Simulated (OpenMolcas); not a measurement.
As3+: effect of the IPEA shift

| Quantity | Value |
| --- | --- |
| Program | OpenMolcas |
| Basis | ANO-RCC-VTZP [6s5p3d1f] |
| Scalar Hamiltonian | DKH2, point nucleus |
| Active space | 2 electrons in 4 orbitals (4s 4p) |
| State averaging | 2S+1 = 3 even, 3 roots; 2S+1 = 1 even, 7 roots; 2S+1 = 3 odd, 3 roots; 2S+1 = 1 odd, 3 roots |
| Spin-orbit coupling | state interaction with AMFI integrals over the reference wave functions, term energies averaged over their components |

Methods on the same reference wave functions:
A. CASSCF
B. MS-CASPT2, IPEA 0 Eh, imaginary shift 0.1 Eh (closed shells correlated: 3d)
C. MS-CASPT2, IPEA 0.25 Eh, imaginary shift 0.1 Eh (closed shells correlated: 3d)

Energies in cm-1 above 4s2 1S0, the measured ground level; measured values from Moore, Atomic Energy Levels, vol. II, NSRDS-NBS 35 (1971 reprint of NBS Circular 467, 1952).

| Level | A | B | C | Measured |
| --- | --- | --- | --- | --- |
| 4s2 1S0 | 0.0 | 0.0 | 0.0 | 0.0 |
| 4s 4p 3P* 0 | 72487 | 73030 | 73126 |  |
| 4s 4p 3P* 1 | 73520 | 74056 | 74152 | 76962 |
| 4s 4p 3P* 2 | 75710 | 76254 | 76349 | 79492 |
| 4s 4p 1P* 1 | 120276 | 113471 | 114069 | 112022 |
| 4p2 3P0 | 177437 | 177841 | 178060 |  |
| 4p2 3P1 | 178678 | 179134 | 179351 | 181468 |
| 4p2 1S0 | 218611 | 210700 | 211224 | 211683 |

Deviations, from unrounded energies. A percentage is the sum of absolute deviations over the sum of measured energies, with the sign that they share, or ± where signs differ.

| Against measurement | Levels | A | B | C |
| --- | --- | --- | --- | --- |
| mean absolute deviation (cm-1) | 5 | 5000 | 2200 | 2100 |
| other configurations (%) | 5 | ±3.8 | ±1.6 | ±1.6 |

B, C lie about equally close to measurement and A furthest from it. The largest miss of C in the table is 4s 4p 3P* 2, by -3100 cm-1. The ranking rests on the paired levels alone, and a cruder setting can come out closer through cancelling errors.

Between B and C the level of the table that moves most is 4s 4p 1P* 1, by 600 cm-1 (lowest in B, highest in C).

The lowest spin-free term lies below A's lowest term by 0.046 hartree in B, 0.046 hartree in C.

Over all roots computed the reference weight is 0.90 to 0.99 in B, 0.93 to 0.99 in C; the roots of lowest weight are the least certain, and an intruder state may touch them. The ¹D term of p² mixes with s d, which this space lacks. Measured partners are found by configuration, term and J. A level has none where our copy of the source lacks it or the pairing is in doubt (some pairs that miss far off the trend of their configuration count as doubtful), and it then counts in no deviation. Only configurations of the active space appear. Levels that lie high or do not pair safely by name in every column are left out.

* marks odd parity.
